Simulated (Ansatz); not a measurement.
Reaction (formal exchange of groups at the Si–C bond): `COC#C[SiH3]` + `CI` → `[SiH3]I` + `CC#COC`

Computed with Ansatz on PBE0-D4/def2-TZVP structures; ΔE is electronic, products minus reactants. CBS: MP2 limit from def2 TZ/QZ plus the TZ coupled-cluster correction, frozen cores. DFT in def2-TZVPP. B3LYP here is the variant with VWN-RPA as its local correlation; programs differ in this. def2 core potentials past Kr. For I outer-core shells are correlated without core-valence functions, which leaves a few kJ/mol of doubt a bond.

| level | ΔE (kJ/mol) | difference from CCSD(T)/CBS |
| --- | --- | --- |
| PBE-D4 | -58.5 | -4.6 |
| r2SCAN-D4 | -55.8 | -1.9 |
| PBE0-D4 | -64.1 | -10.2 |
| B3LYP-D4 | -54.1 | -0.2 |
| ωB97X-V | -59.7 | -5.8 |
| ωB97M-V | -58.4 | -4.5 |
| B2PLYP | -53.0 | 0.9 |
| PBE | -58.8 | -4.9 |
| r2SCAN | -56.0 | -2.1 |
| PBE0 | -64.4 | -10.5 |
| B3LYP | -54.7 | -0.8 |
| HF/def2-TZVPP | -61.9 | -8.0 |
| MP2/def2-TZVPP | -53.5 | 0.4 |
| SCS-MP2/def2-TZVPP | -50.2 | 3.7 |
| CCSD/def2-TZVPP | -53.8 | 0.1 |
| CCSD(T)/def2-TZVPP | -50.4 | 3.5 |
| HF/def2-QZVPP | -61.6 | -7.7 |
| MP2/def2-QZVPP | -55.3 | -1.4 |
| SCS-MP2/def2-QZVPP | -52.2 | 1.7 |
| HF/CBS(def2) | -61.5 | -7.6 |
| MP2/CBS(def2) | -56.9 | -3.0 |
| CCSD/CBS(def2) | -57.2 | -3.3 |
| CCSD(T)/CBS | -53.9 | 0 |

Largest T1 diagnostic among the species: 0.013.

In def2-TZVPP, CCSD(T) changes the Hartree–Fock value by +11.4 kJ/mol (the triples alone add +3.3 kJ/mol) and MP2 by +8.4 kJ/mol. From PBE to PBE0 (25 % exact exchange), in def2-TZVPP and without D4, ΔE moves by −5.6 kJ/mol.
